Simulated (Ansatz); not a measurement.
One change: `O[SiH2]C[Si](O)(F)F` becomes `O[SiH](F)F`.

Ansatz, PBE0-D4/def2-TZVP geometries, multiplicity 1. Each molecule was computed in one conformer, which needn't be the lowest.

```tsv
property	`O[SiH2]C[Si](O)(F)F`
LUMO energy (ωB97M-V/def2-TZVPP) / eV	1.70
HOMO–LUMO gap (ωB97M-V/def2-TZVPP) / eV	12.64
size of the dipole moment (ωB97M-V/def2-TZVPP) / D	1.22
HOMO energy (PBE0/def2-TZVPP) / eV	-8.62
size of the dipole moment (PBE/def2-TZVPP) / D	1.21
HOMO energy (PBE/def2-TZVPP) / eV	-7.10
```

(1) Give the same properties after the change, and the shifts. (Estimate.)

Answers

(1) Ansatz gave: 
```csv
property,`O[SiH](F)F`,shift
LUMO energy (ωB97M-V/def2-TZVPP) / eV,2.04,0.34
HOMO–LUMO gap (ωB97M-V/def2-TZVPP) / eV,14.91,2.27
size of the dipole moment (ωB97M-V/def2-TZVPP) / D,1.20,-0.02
HOMO energy (PBE0/def2-TZVPP) / eV,-10.36,-1.74
size of the dipole moment (PBE/def2-TZVPP) / D,1.19,-0.02
HOMO energy (PBE/def2-TZVPP) / eV,-8.51,-1.41
```

With PBE0 the HOMO falls by 1.74 eV and the LUMO rises by 0.33 eV, so the gap widens by about 2.07 eV. PBE moves the HOMO by -1.41 eV and ωB97M-V by -1.93 eV. Dipoles are sizes alone; their direction can turn.
